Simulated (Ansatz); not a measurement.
**Molecular dynamics of C$_{3}$H$_{6}$AlN**

The input (input.yaml):

```yaml
crystal:
  periodic: [false, false, false]
  atoms:
    - { symbol: C, position_ang: [0.507584, 1.483148, 0.844054] }
    - { symbol: C, position_ang: [0.206054, 0.357747, 0.232936] }
    - { symbol: C, position_ang: [-1.132374, -0.091403, -0.405176] }
    - { symbol: Al, position_ang: [-0.191059, -1.675098, -0.825344] }
    - { symbol: "N", position_ang: [1.03787, -0.776783, -0.016475] }
    - { symbol: H, position_ang: [-0.219454, 2.267441, 0.96712] }
    - { symbol: H, position_ang: [1.489511, 1.670049, 1.246831] }
    - { symbol: H, position_ang: [-1.93289, -0.121236, 0.325075] }
    - { symbol: H, position_ang: [-1.439756, 0.577042, -1.20122] }
    - { symbol: H, position_ang: [-0.263424, -3.000575, -1.455677] }
    - { symbol: H, position_ang: [2.00324, -0.747232, 0.308578] }
basis:
  gaussian: { orbitals: STO-3G }
hamiltonian:
  xc: hf
md:
  timestep: 0.25
  n_steps: 266
  ensemble: nvt_nose_hoover
  temperature: 400.0
  initial_velocities: maxwell_boltzmann
  seed: 480793
scf:
  lower_state_search: "off"
```

Command:

```bash
$ ansatz run input.yaml --threads 1 --pin off --max-ram 2048MiB --backend cpu --events-out ev --progress --plain --runs-dir out
```

It starts from a relaxed structure.

Output, in part (one step line in 3, the closing report, with atoms numbered from 0):

```
md step     0: t =     0.00 fs  T =   400.0 K  F+E_penalty+E_count = -11114.67477530 eV  E_kin = 0.465336 eV  conserved = -11114.20943930 eV  (24 SCF iters)
md step     3: t =     0.75 fs  T =   380.5 K  F+E_penalty+E_count = -11114.65198449 eV  E_kin = 0.442625 eV  conserved = -11114.20935981 eV  (21 SCF iters)
md step     6: t =     1.50 fs  T =   331.8 K  F+E_penalty+E_count = -11114.59519326 eV  E_kin = 0.386026 eV  conserved = -11114.20917009 eV  (21 SCF iters)
md step     9: t =     2.25 fs  T =   276.2 K  F+E_penalty+E_count = -11114.53037454 eV  E_kin = 0.321370 eV  conserved = -11114.20901646 eV  (21 SCF iters)
md step    12: t =     3.00 fs  T =   232.0 K  F+E_penalty+E_count = -11114.47887301 eV  E_kin = 0.269914 eV  conserved = -11114.20898865 eV  (21 SCF iters)
md step    15: t =     3.75 fs  T =   202.9 K  F+E_penalty+E_count = -11114.44503671 eV  E_kin = 0.236027 eV  conserved = -11114.20906632 eV  (21 SCF iters)
md step    18: t =     4.50 fs  T =   180.5 K  F+E_penalty+E_count = -11114.41907646 eV  E_kin = 0.210031 eV  conserved = -11114.20913863 eV  (21 SCF iters)
md step    21: t =     5.25 fs  T =   157.3 K  F+E_penalty+E_count = -11114.39195520 eV  E_kin = 0.182985 eV  conserved = -11114.20910659 eV  (21 SCF iters)
md step    24: t =     6.00 fs  T =   137.0 K  F+E_penalty+E_count = -11114.36818907 eV  E_kin = 0.159375 eV  conserved = -11114.20900050 eV  (21 SCF iters)
md step    27: t =     6.75 fs  T =   131.1 K  F+E_penalty+E_count = -11114.36127599 eV  E_kin = 0.152552 eV  conserved = -11114.20896660 eV  (21 SCF iters)
md step    30: t =     7.50 fs  T =   143.0 K  F+E_penalty+E_count = -11114.37517624 eV  E_kin = 0.166416 eV  conserved = -11114.20907378 eV  (21 SCF iters)
md step    33: t =     8.25 fs  T =   160.7 K  F+E_penalty+E_count = -11114.39575282 eV  E_kin = 0.186943 eV  conserved = -11114.20921358 eV  (22 SCF iters)
md step    36: t =     9.00 fs  T =   168.2 K  F+E_penalty+E_count = -11114.40444008 eV  E_kin = 0.195712 eV  conserved = -11114.20924425 eV  (22 SCF iters)
md step    39: t =     9.75 fs  T =   161.6 K  F+E_penalty+E_count = -11114.39654312 eV  E_kin = 0.188029 eV  conserved = -11114.20915545 eV  (22 SCF iters)
md step    42: t =    10.50 fs  T =   150.5 K  F+E_penalty+E_count = -11114.38340783 eV  E_kin = 0.175134 eV  conserved = -11114.20904539 eV  (21 SCF iters)
md step    45: t =    11.25 fs  T =   147.5 K  F+E_penalty+E_count = -11114.37966984 eV  E_kin = 0.171567 eV  conserved = -11114.20900931 eV  (21 SCF iters)
md step    48: t =    12.00 fs  T =   156.7 K  F+E_penalty+E_count = -11114.39034625 eV  E_kin = 0.182341 eV  conserved = -11114.20906316 eV  (21 SCF iters)
md step    51: t =    12.75 fs  T =   172.3 K  F+E_penalty+E_count = -11114.40839616 eV  E_kin = 0.200485 eV  conserved = -11114.20914656 eV  (21 SCF iters)
md step    54: t =    13.50 fs  T =   184.7 K  F+E_penalty+E_count = -11114.42261726 eV  E_kin = 0.214874 eV  conserved = -11114.20918476 eV  (21 SCF iters)
md step    57: t =    14.25 fs  T =   189.2 K  F+E_penalty+E_count = -11114.42760665 eV  E_kin = 0.220124 eV  conserved = -11114.20915461 eV  (21 SCF iters)
md step    60: t =    15.00 fs  T =   189.0 K  F+E_penalty+E_count = -11114.42708292 eV  E_kin = 0.219907 eV  conserved = -11114.20909303 eV  (21 SCF iters)
md step    63: t =    15.75 fs  T =   190.9 K  F+E_penalty+E_count = -11114.42897781 eV  E_kin = 0.222093 eV  conserved = -11114.20906103 eV  (21 SCF iters)
md step    66: t =    16.50 fs  T =   198.3 K  F+E_penalty+E_count = -11114.43728981 eV  E_kin = 0.230652 eV  conserved = -11114.20909255 eV  (21 SCF iters)
md step    69: t =    17.25 fs  T =   207.4 K  F+E_penalty+E_count = -11114.44769284 eV  E_kin = 0.241295 eV  conserved = -11114.20915787 eV  (21 SCF iters)
md step    72: t =    18.00 fs  T =   211.0 K  F+E_penalty+E_count = -11114.45154725 eV  E_kin = 0.245447 eV  conserved = -11114.20919010 eV  (21 SCF iters)
md step    75: t =    18.75 fs  T =   205.2 K  F+E_penalty+E_count = -11114.44443574 eV  E_kin = 0.238706 eV  conserved = -11114.20916079 eV  (21 SCF iters)
md step    78: t =    19.50 fs  T =   193.2 K  F+E_penalty+E_count = -11114.43003005 eV  E_kin = 0.224700 eV  conserved = -11114.20909910 eV  (20 SCF iters)
md step    81: t =    20.25 fs  T =   181.9 K  F+E_penalty+E_count = -11114.41655362 eV  E_kin = 0.211606 eV  conserved = -11114.20904826 eV  (20 SCF iters)
md step    84: t =    21.00 fs  T =   177.4 K  F+E_penalty+E_count = -11114.41102360 eV  E_kin = 0.206423 eV  conserved = -11114.20903100 eV  (21 SCF iters)
md step    87: t =    21.75 fs  T =   181.9 K  F+E_penalty+E_count = -11114.41587196 eV  E_kin = 0.211593 eV  conserved = -11114.20905325 eV  (21 SCF iters)
md step    90: t =    22.50 fs  T =   192.5 K  F+E_penalty+E_count = -11114.42787918 eV  E_kin = 0.223916 eV  conserved = -11114.20911012 eV  (21 SCF iters)
md step    93: t =    23.25 fs  T =   202.6 K  F+E_penalty+E_count = -11114.43924915 eV  E_kin = 0.235640 eV  conserved = -11114.20916353 eV  (21 SCF iters)
md step    96: t =    24.00 fs  T =   206.1 K  F+E_penalty+E_count = -11114.44296185 eV  E_kin = 0.239793 eV  conserved = -11114.20916034 eV  (21 SCF iters)
md step    99: t =    24.75 fs  T =   203.4 K  F+E_penalty+E_count = -11114.43930036 eV  E_kin = 0.236636 eV  conserved = -11114.20910700 eV  (21 SCF iters)
md step   102: t =    25.50 fs  T =   200.2 K  F+E_penalty+E_count = -11114.43503825 eV  E_kin = 0.232873 eV  conserved = -11114.20906496 eV  (21 SCF iters)
md step   105: t =    26.25 fs  T =   201.2 K  F+E_penalty+E_count = -11114.43576266 eV  E_kin = 0.234060 eV  conserved = -11114.20906942 eV  (21 SCF iters)
md step   108: t =    27.00 fs  T =   206.2 K  F+E_penalty+E_count = -11114.44111754 eV  E_kin = 0.239872 eV  conserved = -11114.20910180 eV  (21 SCF iters)
md step   111: t =    27.75 fs  T =   211.6 K  F+E_penalty+E_count = -11114.44691662 eV  E_kin = 0.246164 eV  conserved = -11114.20912622 eV  (21 SCF iters)
md step   114: t =    28.50 fs  T =   214.7 K  F+E_penalty+E_count = -11114.44993725 eV  E_kin = 0.249733 eV  conserved = -11114.20911914 eV  (21 SCF iters)
md step   117: t =    29.25 fs  T =   216.3 K  F+E_penalty+E_count = -11114.45126448 eV  E_kin = 0.251659 eV  conserved = -11114.20908170 eV  (21 SCF iters)
md step   120: t =    30.00 fs  T =   220.9 K  F+E_penalty+E_count = -11114.45594440 eV  E_kin = 0.256950 eV  conserved = -11114.20905304 eV  (21 SCF iters)
md step   123: t =    30.75 fs  T =   231.3 K  F+E_penalty+E_count = -11114.46748335 eV  E_kin = 0.269070 eV  conserved = -11114.20908778 eV  (21 SCF iters)
md step   126: t =    31.50 fs  T =   243.4 K  F+E_penalty+E_count = -11114.48101291 eV  E_kin = 0.283174 eV  conserved = -11114.20917677 eV  (21 SCF iters)
md step   129: t =    32.25 fs  T =   247.4 K  F+E_penalty+E_count = -11114.48498391 eV  E_kin = 0.287799 eV  conserved = -11114.20922532 eV  (21 SCF iters)
md step   132: t =    33.00 fs  T =   237.9 K  F+E_penalty+E_count = -11114.47323083 eV  E_kin = 0.276811 eV  conserved = -11114.20916686 eV  (21 SCF iters)
md step   135: t =    33.75 fs  T =   221.6 K  F+E_penalty+E_count = -11114.45340218 eV  E_kin = 0.257777 eV  conserved = -11114.20905355 eV  (21 SCF iters)
md step   138: t =    34.50 fs  T =   210.9 K  F+E_penalty+E_count = -11114.44030407 eV  E_kin = 0.245390 eV  conserved = -11114.20899499 eV  (21 SCF iters)
md step   141: t =    35.25 fs  T =   212.6 K  F+E_penalty+E_count = -11114.44167425 eV  E_kin = 0.247368 eV  conserved = -11114.20903947 eV  (21 SCF iters)
md step   144: t =    36.00 fs  T =   221.7 K  F+E_penalty+E_count = -11114.45164293 eV  E_kin = 0.257923 eV  conserved = -11114.20913988 eV  (21 SCF iters)
md step   147: t =    36.75 fs  T =   226.7 K  F+E_penalty+E_count = -11114.45683853 eV  E_kin = 0.263778 eV  conserved = -11114.20920642 eV  (21 SCF iters)
md step   150: t =    37.50 fs  T =   220.2 K  F+E_penalty+E_count = -11114.44848048 eV  E_kin = 0.256184 eV  conserved = -11114.20918059 eV  (21 SCF iters)
md step   153: t =    38.25 fs  T =   205.1 K  F+E_penalty+E_count = -11114.43008367 eV  E_kin = 0.238590 eV  conserved = -11114.20909179 eV  (21 SCF iters)
md step   156: t =    39.00 fs  T =   191.3 K  F+E_penalty+E_count = -11114.41335406 eV  E_kin = 0.222593 eV  conserved = -11114.20903690 eV  (21 SCF iters)
md step   159: t =    39.75 fs  T =   185.2 K  F+E_penalty+E_count = -11114.40557378 eV  E_kin = 0.215438 eV  conserved = -11114.20906899 eV  (21 SCF iters)
md step   162: t =    40.50 fs  T =   183.3 K  F+E_penalty+E_count = -11114.40275278 eV  E_kin = 0.213212 eV  conserved = -11114.20913282 eV  (21 SCF iters)
md step   165: t =    41.25 fs  T =   178.5 K  F+E_penalty+E_count = -11114.39657381 eV  E_kin = 0.207687 eV  conserved = -11114.20914232 eV  (21 SCF iters)
md step   168: t =    42.00 fs  T =   169.7 K  F+E_penalty+E_count = -11114.38557466 eV  E_kin = 0.197399 eV  conserved = -11114.20908188 eV  (21 SCF iters)
md step   171: t =    42.75 fs  T =   163.4 K  F+E_penalty+E_count = -11114.37752140 eV  E_kin = 0.190053 eV  conserved = -11114.20900857 eV  (22 SCF iters)
md step   174: t =    43.50 fs  T =   167.8 K  F+E_penalty+E_count = -11114.38204636 eV  E_kin = 0.195244 eV  conserved = -11114.20898577 eV  (22 SCF iters)
md step   177: t =    44.25 fs  T =   185.7 K  F+E_penalty+E_count = -11114.40212104 eV  E_kin = 0.215977 eV  conserved = -11114.20902905 eV  (21 SCF iters)
md step   180: t =    45.00 fs  T =   211.8 K  F+E_penalty+E_count = -11114.43185051 eV  E_kin = 0.246442 eV  conserved = -11114.20910004 eV  (21 SCF iters)
md step   183: t =    45.75 fs  T =   238.1 K  F+E_penalty+E_count = -11114.46155538 eV  E_kin = 0.277035 eV  conserved = -11114.20914391 eV  (21 SCF iters)
md step   186: t =    46.50 fs  T =   259.2 K  F+E_penalty+E_count = -11114.48497758 eV  E_kin = 0.301500 eV  conserved = -11114.20914627 eV  (21 SCF iters)
md step   189: t =    47.25 fs  T =   274.1 K  F+E_penalty+E_count = -11114.50117187 eV  E_kin = 0.318830 eV  conserved = -11114.20914530 eV  (21 SCF iters)
md step   192: t =    48.00 fs  T =   282.5 K  F+E_penalty+E_count = -11114.50985640 eV  E_kin = 0.328692 eV  conserved = -11114.20916710 eV  (21 SCF iters)
md step   195: t =    48.75 fs  T =   282.1 K  F+E_penalty+E_count = -11114.50816050 eV  E_kin = 0.328207 eV  conserved = -11114.20918631 eV  (21 SCF iters)
md step   198: t =    49.50 fs  T =   270.7 K  F+E_penalty+E_count = -11114.49360152 eV  E_kin = 0.314880 eV  conserved = -11114.20917218 eV  (21 SCF iters)
md step   201: t =    50.25 fs  T =   249.6 K  F+E_penalty+E_count = -11114.46791455 eV  E_kin = 0.290393 eV  conserved = -11114.20913039 eV  (20 SCF iters)
md step   204: t =    51.00 fs  T =   223.7 K  F+E_penalty+E_count = -11114.43661530 eV  E_kin = 0.260206 eV  conserved = -11114.20908427 eV  (20 SCF iters)
md step   207: t =    51.75 fs  T =   198.3 K  F+E_penalty+E_count = -11114.40604306 eV  E_kin = 0.230633 eV  conserved = -11114.20904726 eV  (21 SCF iters)
md step   210: t =    52.50 fs  T =   177.8 K  F+E_penalty+E_count = -11114.38135675 eV  E_kin = 0.206842 eV  conserved = -11114.20902159 eV  (21 SCF iters)
md step   213: t =    53.25 fs  T =   165.4 K  F+E_penalty+E_count = -11114.36614626 eV  E_kin = 0.192451 eV  conserved = -11114.20900870 eV  (21 SCF iters)
md step   216: t =    54.00 fs  T =   162.6 K  F+E_penalty+E_count = -11114.36208391 eV  E_kin = 0.189162 eV  conserved = -11114.20901915 eV  (21 SCF iters)
md step   219: t =    54.75 fs  T =   167.9 K  F+E_penalty+E_count = -11114.36750799 eV  E_kin = 0.195347 eV  conserved = -11114.20906373 eV  (21 SCF iters)
md step   222: t =    55.50 fs  T =   176.0 K  F+E_penalty+E_count = -11114.37607712 eV  E_kin = 0.204705 eV  conserved = -11114.20913069 eV  (21 SCF iters)
md step   225: t =    56.25 fs  T =   178.9 K  F+E_penalty+E_count = -11114.37866015 eV  E_kin = 0.208149 eV  conserved = -11114.20916829 eV  (21 SCF iters)
md step   228: t =    57.00 fs  T =   172.5 K  F+E_penalty+E_count = -11114.37025974 eV  E_kin = 0.200696 eV  conserved = -11114.20912557 eV  (21 SCF iters)
md step   231: t =    57.75 fs  T =   161.5 K  F+E_penalty+E_count = -11114.35646763 eV  E_kin = 0.187877 eV  conserved = -11114.20902318 eV  (21 SCF iters)
md step   234: t =    58.50 fs  T =   157.3 K  F+E_penalty+E_count = -11114.35070994 eV  E_kin = 0.183035 eV  conserved = -11114.20894616 eV  (21 SCF iters)
md step   237: t =    59.25 fs  T =   168.7 K  F+E_penalty+E_count = -11114.36303566 eV  E_kin = 0.196214 eV  conserved = -11114.20896338 eV  (21 SCF iters)
md step   240: t =    60.00 fs  T =   193.4 K  F+E_penalty+E_count = -11114.39092674 eV  E_kin = 0.224990 eV  conserved = -11114.20906347 eV  (21 SCF iters)
md step   243: t =    60.75 fs  T =   220.0 K  F+E_penalty+E_count = -11114.42084725 eV  E_kin = 0.255961 eV  conserved = -11114.20915862 eV  (21 SCF iters)
md step   246: t =    61.50 fs  T =   237.6 K  F+E_penalty+E_count = -11114.44005134 eV  E_kin = 0.276453 eV  conserved = -11114.20915678 eV  (21 SCF iters)
md step   249: t =    62.25 fs  T =   246.3 K  F+E_penalty+E_count = -11114.44861241 eV  E_kin = 0.286477 eV  conserved = -11114.20906380 eV  (21 SCF iters)
md step   252: t =    63.00 fs  T =   255.9 K  F+E_penalty+E_count = -11114.45831426 eV  E_kin = 0.297670 eV  conserved = -11114.20900285 eV  (21 SCF iters)
md step   255: t =    63.75 fs  T =   272.9 K  F+E_penalty+E_count = -11114.47667403 eV  E_kin = 0.317479 eV  conserved = -11114.20907415 eV  (21 SCF iters)
md step   258: t =    64.50 fs  T =   289.5 K  F+E_penalty+E_count = -11114.49448100 eV  E_kin = 0.336786 eV  conserved = -11114.20920879 eV  (21 SCF iters)
md step   261: t =    65.25 fs  T =   290.9 K  F+E_penalty+E_count = -11114.49445062 eV  E_kin = 0.338417 eV  conserved = -11114.20925096 eV  (20 SCF iters)
md step   264: t =    66.00 fs  T =   272.3 K  F+E_penalty+E_count = -11114.47101462 eV  E_kin = 0.316744 eV  conserved = -11114.20915068 eV  (20 SCF iters)
md step   266: t =    66.50 fs  T =   253.8 K  F+E_penalty+E_count = -11114.44837713 eV  E_kin = 0.295247 eV  conserved = -11114.20904757 eV  (20 SCF iters)
Total energy: -11114.44837713 eV, -408.4484442157 hartree
Atom 0 at     0.537088     1.468491     0.844955 Å, force     0.103341     1.841218     0.907222 eV/Å
Atom 1 at     0.187704     0.383765     0.228022 Å, force    -0.370060    -2.256334    -1.310353 eV/Å
Atom 2 at    -1.152145    -0.120967    -0.418178 Å, force    -0.134177     1.811864     1.014953 eV/Å
Atom 3 at    -0.180812    -1.667564    -0.818850 Å, force    -0.361896    -1.440738    -0.624164 eV/Å
Atom 4 at     1.000480    -0.773083    -0.004138 Å, force     1.794729     0.267841     0.510979 eV/Å
Atom 5 at    -0.137656     2.318036     0.995618 Å, force     0.582541    -0.658115    -0.094610 eV/Å
Atom 6 at     1.543939     1.537802     1.244952 Å, force    -0.365624     0.318060    -0.062222 eV/Å
Atom 7 at    -1.911524    -0.005440     0.373071 Å, force    -0.004211    -0.521532    -1.125187 eV/Å
Atom 8 at    -1.405772     0.499656    -1.283488 Å, force    -0.248699    -0.061915     0.529654 eV/Å
Atom 9 at    -0.102883    -2.967415    -1.539800 Å, force    -0.249148     0.403385     0.259266 eV/Å
Atom 10 at     1.999070    -0.773335     0.257856 Å, force    -0.746797     0.296267    -0.005537 eV/Å
Dipole moment:    -0.076532    -0.521141    -0.255603 e Å
```

All steps were run. The conserved energy stayed within 0.045 meV per atom of its start (net change 0.036 meV per atom), so the integration is sound. The mean temperature of the second half is 46 % below the set value. A run of 0.067 ps of so small a system gives no equilibrium averages. Limits of this set-up: minimal basis.

The same pairs are bonded in the first frame and the last. Pairs count as bonded within 1.25 times the sum of covalent radii (0.12 Å more for H–H).

Last frame:

```xyz
11
Properties=species:S:1:pos:R:3
C 0.537 1.468 0.845
C 0.188 0.384 0.228
C -1.152 -0.121 -0.418
Al -0.181 -1.668 -0.819
N 1.000 -0.773 -0.004
H -0.138 2.318 0.996
H 1.544 1.538 1.245
H -1.911 -0.005 0.373
H -1.406 0.500 -1.284
H -0.103 -2.967 -1.540
H 1.999 -0.773 0.258
```

Time of the run: 2.9 min on 1 thread of Arm Neoverse V1 (shared host), peak memory 0.078 GiB.
